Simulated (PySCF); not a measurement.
Compound: C6H10OSi.
Numbering: `[CH2:1]=[CH:2][C@@H:3]1[O:4][CH:5]=[CH:6][Si@H:7]1[CH3:8]`

Cartesian coordinates in Å at the GFN2-xTB level; atoms count from 1:
```
atom  x, y, z in Å
C1     2.7159   -0.9428   -0.3721
C2     1.9425    0.1042   -0.1442
C3     0.6332    0.3487   -0.7995
O4     0.4462    1.7573   -1.0095
C5    -0.6460    2.2577   -0.4237
C6    -1.4882    1.4968    0.2857
Si7   -0.8498   -0.2558    0.3066
C8    -1.8924   -1.5883   -0.5538
H9     2.4525   -1.6906   -1.1022
H10    3.6349   -1.1000    0.1648
H11    2.2191    0.8475    0.5915
H12    0.6170   -0.1192   -1.7888
H13   -0.7484    3.3200   -0.6044
H14   -2.3615    1.9172    0.7471
H15   -0.3527   -0.7491    1.5996
H16   -2.7443   -1.8554    0.0627
H17   -2.2725   -1.2501   -1.5136
H18   -1.3142   -2.4919   -0.7226
```

Probes without a nucleus sit at each ring's centroid and 1 Å off its mean plane on both sides; NICS is minus the shielding there, NICSzz its component along the normal. Level: GIAO PBE0/pcSseg-1 (PySCF, non-relativistic, gas phase) on the GFN2-xTB geometry, one conformer.

Ring bond lengths (Å), with Mayer bond orders in brackets: C3–O4 1.436 (0.83), O4–C5 1.337 (1.09), C5–C6 1.338 (1.77), C6–Si7 1.865 (0.92), Si7–C3 1.946 (0.82).

Q: Give the NICS values of each ring in ppm.

A: 
```json
{"ring": "C3–O4–C5–C6–Si7", "type": "5-membered ring with O and Si; formal bonds 1 double, 4 single", "NICS(0)": "-4.2", "NICS(1), two faces": "-3.1 / -3.0", "NICS(1)zz, two faces": "-3.4 / -3.5", "rms pucker (Å)": "0.00", "centre to ring atoms, mean (Å)": "1.34"}
```

Q: What do they say, and how far can they be read as aromaticity?

A: 
- C3–O4–C5–C6–Si7: mean NICS(1)zz -3.4 ppm, shielded. C3, Si7 have four or more neighbours, so the value isn't read as a sign of a π ring current.

Q: At the second NICS(1) probe listed for ring C3–O4–C5–C6–Si7, 1 Å off the ring, what do the in-plane components average?

A: The isotropic value is a third of the trace: (3 × -3.0 − (-3.5))/2 = -2.8 ppm.

Q: Give the inner angles of the rings and the Hirshfeld charges of the ring atoms.

A: 
- C3–O4–C5–C6–Si7: C3 106.8° (-0.038 e), O4 114.2° (-0.108 e), C5 122.2° (+0.039 e), C6 109.0° (-0.210 e), Si7 87.9° (+0.360 e); sum 540.0° against 540° for a flat convex ring.
